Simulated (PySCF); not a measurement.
## Telling isomers of C6H8F2 apart by NMR

No solvent model, relativity neglected, single conformer, fast rotation and ring inversion assumed for equivalent nuclei. GIAO PBE0/pcSseg-1 shieldings; geometry from GFN2-xTB; PySCF 2.14.0 with density-fitted response routines.

References, each an isolated molecule treated in the same way: TMS for ¹H (31.72 ppm), ¹³C (186.93 ppm). Splittings of carbon signals by F and P are missing where no couplings were computed. Where no couplings were computed, multiplicities follow the n + 1 count of equivalent neighbours, and m marks all less simple cases (inequivalent or close neighbours, rings, F or P nearby). Shifts are as computed. Against solution values, carbons near 30 ppm lie about +3 ppm off and those near 130 ppm about +5 ppm. Of 1211 compounds with measured shifts, 218 miss one by over three times the rms of a fit or turn the order of signals round; such compounds aren't used in these exercises.

(1) Tabulate the signals of `C=C/C=C\CC(F)F`, `F[C@@H]1C[C@@H](F)[C@H]2C[C@H]21`, `CCC1=C(C(F)F)C1` and their relative energies.

(2) What is the quickest way to tell C=C/C=C\CC(F)F from F[C@@H]1C[C@@H](F)[C@H]2C[C@H]21?

(3) What is the quickest way to tell F[C@@H]1C[C@@H](F)[C@H]2C[C@H]21 from CCC1=C(C(F)F)C1?

(4) What is the quickest way to tell C=C/C=C\CC(F)F from CCC1=C(C(F)F)C1?

Answers

(1) 
```json
{"SMILES": "C=C/C=C\\CC(F)F", "carbon types": "4×CH 2×CH2", "δC": "141.4, 138.4, 131.5, 127.8, 123.7, 38.7", "δH": "6.93 (m, 1H), 6.47 (m, 1H), 5.92 (m, 1H), 5.79 (m, 1H), 5.66 (m, 1H), 5.62 (m, 1H), 2.84 (m, 2H)", "E rel. (kcal/mol)": "9.7"}
{"SMILES": "F[C@@H]1C[C@@H](F)[C@H]2C[C@H]21", "carbon types": "4×CH 2×CH2", "δC": "99.5, 98.5, 41.1, 27.5, 25.5, 7.1", "δH": "5.88 (m, 1H), 5.24 (m, 1H), 2.47 (m, 1H), 1.83 (m, 1H), 1.72 (m, 1H), 1.67 (m, 1H), 0.68 (m, 1H), 0.40 (m, 1H)", "E rel. (kcal/mol)": "0.0"}
{"SMILES": "CCC1=C(C(F)F)C1", "carbon types": "2×C 1×CH 2×CH2 1×CH3", "δC": "136.1, 118.7, 112.8, 25.7, 14.9, 13.6", "δH": "6.98 (m, 1H), 2.68 (q, 2H), 1.46 (t, 3H), 1.23 (s, 2H)", "E rel. (kcal/mol)": "38.0"}
```

Energies are electronic energies at PBE0/pcSseg-1 on these geometries, without zero-point or thermal terms, each for the one conformer computed, which needn't be the lowest.

(2) Both give the same number of carbon signals, with the same numbers of each carbon type, so the positions decide. The first has a terminal =CH2 carbon at 127.8 ppm, the second a three-membered-ring carbon (CH) at 27.5 ppm. Their most deshielded carbons lie at 141.4 and 99.5 ppm. In the proton spectra the most deshielded non-exchanging signals are 6.93 (m, 1H) and 5.88 (m, 1H).

(3) Both give the same number of carbon signals, but DEPT or the intensities differ. The first has a three-membered-ring carbon (CH) at 27.5 ppm, the second a fully substituted alkene carbon (C) at 136.1 ppm. Their most deshielded carbons lie at 99.5 and 136.1 ppm. In the proton spectra the most deshielded non-exchanging signals are 5.88 (m, 1H) and 6.98 (m, 1H).

(4) Both give the same number of carbon signals, but DEPT or the intensities differ. The first has a terminal =CH2 carbon at 127.8 ppm, the second a fully substituted alkene carbon (C) at 136.1 ppm. Their most deshielded carbons lie at 141.4 and 136.1 ppm.
